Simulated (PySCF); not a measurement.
Scan of CH3 (anion, charge -1), singlet: map of symmetric stretch and umbrella angle. Scanned: C-H bond length and angle between the C-H bonds and the threefold axis (90 = planar).

Cartesian coordinates as functions of the variables (Å; names that start with a are angles):
```
C  0  0  0
H  r*sin(a)*cos(0*2*pi/3+0)  r*sin(a)*sin(0*2*pi/3+0)  0+r*cos(a)
H  r*sin(a)*cos(1*2*pi/3+0)  r*sin(a)*sin(1*2*pi/3+0)  0+r*cos(a)
H  r*sin(a)*cos(2*2*pi/3+0)  r*sin(a)*sin(2*2*pi/3+0)  0+r*cos(a)
```

Method: CCSD(T) on RHF/aug-cc-pVDZ, 1 core orbital frozen (PySCF).

Energy in kJ/mol above the lowest grid point; x is the C-H bond length (Å), y the angle between the C-H bonds and the threefold axis (90 = planar) (°).

```csv
y \ x,0.97,1.02,1.07,1.12,1.17,1.22,1.27,1.32,1.38
130,259.5,162.2,103.0,72.8,64.6,72.8,93.0,122.0,164.5
126,215.1,122.3,67.5,41.7,37.6,49.7,73.4,105.5,151.3
122,181.8,93.0,42.3,20.4,20.1,35.7,62.8,97.8,146.7
118,157.7,72.5,25.5,7.3,10.7,29.8,60.0,98.0,149.9
114,141.1,59.2,15.7,1.0,7.9,30.4,63.8,104.8,159.8
110,130.6,51.7,11.3,0.0,10.2,36.0,72.7,116.8,175.3
106,124.6,48.4,10.8,2.5,15.8,44.8,84.8,132.1,194.5
102,121.7,47.7,12.6,6.8,22.8,54.7,97.9,148.6,215.0
98,120.5,48.2,15.0,11.2,29.4,63.8,109.7,163.4,234.0
94,120.3,49.0,16.9,14.4,34.1,70.2,118.0,173.9,247.8
90,120.2,49.3,17.6,15.6,35.8,72.4,120.9,177.7,252.9
```

Points that lie below all their neighbours on the grid: x = 1.12, y = 110 (0.0 kJ/mol).
